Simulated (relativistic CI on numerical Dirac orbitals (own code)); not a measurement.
Hyperfine structure of Au10+, mass number 197

Calculated at this level of theory: Dirac-Coulomb-Breit CI, separate exchange-only KLI orbitals for each configuration, QED by a radiative potential, unscaled Slater integrals (own radial code, finite nucleus).

CI space (outside the closed core [Kr] 4d10): 4f¹⁴5s²5p⁶5d, 4f¹⁴5s²5p⁶6s, 4f¹⁴5s²5p⁶5f, 4f¹⁴5s²5p⁵5d², 4f¹⁴5s²5p⁶6p, 4f¹⁴5s²5p⁶5g, 4f¹⁴5s5p⁶5d², 4f¹⁴5s²5p⁶6d, 4f¹⁴5s²5p⁵5d5f, 4f¹⁴5s²5p⁶7s, 4f¹⁴5s²5p⁶7p, 4f¹⁴5s²5p⁵5d6s, 4f¹⁴5s²5p⁵5d5g, 4f¹³5s²5p⁶5d². Double excitations out of closed p, d and f shells are left out; levels of such configurations are missing from the list, as are those of other unlisted configurations, and high levels can miss mixing partners.

Nuclear spin I = 3/2, μ = 0.1452 μN, Q = 0.547 b (tables of Stone and Pyykkö). The electronic factors are computed for point nuclear moments, without core polarisation or the Bohr-Weisskopf and QED corrections.

```tsv
Level	E (cm⁻¹)	A (MHz)	B (MHz)
4f¹⁴5s²5p⁶5d ²D3/2	0	372.4	1470
4f¹⁴5s²5p⁶5d ²D5/2	21540	148.6	1720
4f¹⁴5s²5p⁶6s ²S1/2	293146	10710	
4f¹⁴5s²5p⁶6p ²P°1/2	403360	3023	
4f¹⁴5s²5p⁵5d² ⁴D°1/2	437718	-67.02	
4f¹⁴5s²5p⁵5d² ⁴D°3/2	440288	447.1	4190
4f¹⁴5s²5p⁶6p ²P°3/2	449015	328.2	3610
4f¹⁴5s²5p⁵5d² ⁴D°7/2	465812	353	-2830
```

Levels with J = 0, under 50 % of one LS term, or S terms without an open s electron are left out. Small factors come from cancelling terms and can be off by tens of per cent or more.

At this charge transitions that keep the count of f electrons are usually good to a few per cent. Terms inside the open d or f shell come out 10 to 20 % too wide with unscaled integrals. Levels and lines within the n = 5 or 6 shells can be off by up to 10 % or somewhat more, and those that change n by about 2 %, since core polarisation is missing. Levels that differ in their count of f electrons can be misplaced by several ten thousand cm⁻¹, since the correlation energy of f electrons is missing or only estimated; rates across such gaps can be off by orders of magnitude.

Question: Give the hyperfine levels of 4f¹⁴5s²5p⁶5d ²D3/2 relative to its centre of gravity.

Answer: With K = F(F + 1) − I(I + 1) − J(J + 1), E = AK/2 + B[¾K(K + 1) − I(I + 1)J(J + 1)]/[2I(2I − 1)J(2J − 1)]: F = 0: 444.6, F = 1: -655.9, F = 2: -1384, F = 3: 1206 MHz.

LS names give the leading component of a level, which can be under half, so a name can repeat, a term be missing and a line seem to break the LS rules.
